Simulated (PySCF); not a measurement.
Species: Sn(OMe)H3, CH6OSn.
Geometry (PBE0-D3(BJ)/def2-SVP, Å), atoms numbered from 1 in this order:
```xyz
9
CH6OSn angstrom
Sn    -0.3563    0.5915   -1.3083
O     -0.2971    0.5242    0.6813
C      0.3402   -0.5295    1.3337
H     -0.0911   -1.5232    1.0923
H      0.2327   -0.3903    2.4235
H      1.4276   -0.5843    1.1191
H      1.2612    0.6330   -1.8811
H     -1.2178    2.0267   -1.6272
H     -1.1666   -0.8176   -1.8589
```

Computed with PySCF, PBE0-D3(BJ)/def2-SVP geometry optimisation, gas phase, def2 core potentials past Kr.

(1) Which atoms are bound to Sn1, and at what distances?

(2) List the angles at Sn1.

(3) What is the shape at Sn1?

(4) What are the other bond lengths?

(5) Give some angles away from the centre.

(6) What are the rotational constants (commonest isotopes, rigid rotor)?

Results:

(1) 4 atoms: H8 1.704 Å, H9 1.716 Å, H7 1.716 Å, O2 1.992 Å. The nearest atom not counted as bound is C3, at 2.95 Å.

(2) 
| angle | degrees | distance of the outer atoms (Å) |
| --- | --- | --- |
| H7–Sn1–H8 | 113.2 | 2.86 |
| H8–Sn1–H9 | 113.1 | 2.85 |
| H7–Sn1–H9 | 111.0 | 2.83 |
| O2–Sn1–H9 | 107.9 | 3.00 |
| O2–Sn1–H7 | 107.8 | 3.00 |
| O2–Sn1–H8 | 103.3 | 2.90 |

(3) Distorted tetrahedral: angles from 103.3° to 113.2°; τ4 = (360° − α − β)/141° = 0.95 with α and β the two widest (0 for a square, 1 for a tetrahedron). The Sn–H distances aren't all alike: 1.704 to 1.716 Å.

(4) O2–C3 1.394 Å; C3–H4, C3–H5, C3–H6 1.108 Å.

(5) Sn1–O2–C3 120.5°.

(6) A = 27170, B = 3070, C = 2939 MHz: a near-prolate asymmetric top.

Point group: Cs (every atom within 0.08 Å of its image). Charge 0, singlet. Stationary, but not proved a minimum.
